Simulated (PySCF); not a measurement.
**CuH3, triplet: structure and spectrum**

Level of theory: UPBE0/[Cu def2-TZVP, H def2-TZVP], no relativity, density fitting, PySCF.

The structure is a saddle point with 1 imaginary mode.

```
Point group                                                                   : D3h
Bond lengths                                                                  : Cu–H 1.560 Å (×3)
Bond angles                                                                   : H–Cu–H 120.0° (×3)
Rotational constants                                                          : 4.58, 4.58, 2.29 cm⁻¹
Atomisation energy without zero-point energy                                  : 444 kJ/mol
Principal polarisabilities                                                    : 21.2, 51.3, 51.3 bohr³
Dipole moment                                                                 : 0.00 D
Spin squared ⟨S²⟩                                                             : 2.013
Highest occupied level (α)                                                    : -8.06 eV
Lowest empty level (β)                                                        : -4.08 eV
Zero-point energy (real modes)                                                : 34.8 kJ/mol
Principal quadrupole moments (Buckingham, traceless) about the centre of mass : -0.68, -0.68, 1.36 D Å
```

Harmonic modes (masses in u: Cu 62.930, H 1.008):
```tsv
symmetry	ω (cm⁻¹)	IR (km/mol, summed over degenerate members)	μ (u)	type
a2''	284i	–	1.06	bend
e'	658	193	1.03	bend
e'	1450	177	1.03	stretch
a1'	1597	0.0	1.01	stretch
```

In D3h the vibrations span a2'' + 2e' + a1'. The a1' mode carries no infrared intensity, as symmetry demands.

Charges (e):
| atom | Mulliken | Löwdin | polar tensor | spin (Mulliken) | Mayer order to Cu1 |
| --- | --- | --- | --- | --- | --- |
| Cu1 | 0.01 | 0.10 | 0.20 | 0.46 | – |
| H2,3,4 | 0.00 | -0.03 | -0.07 | 0.51 | 0.70 |

Mulliken populations on Cu1: s 7.05, p 12.39, d 9.55, f 0.00.

Only a few start shapes were tried, so a lower isomer may exist. With open d or f shells other occupations or spin states may lie lower. At this level a singlet minimum of C2v symmetry lies 282 kJ/mol below this structure.

The final relaxation and frequency run took of the order of 29 core-seconds on a shared host.
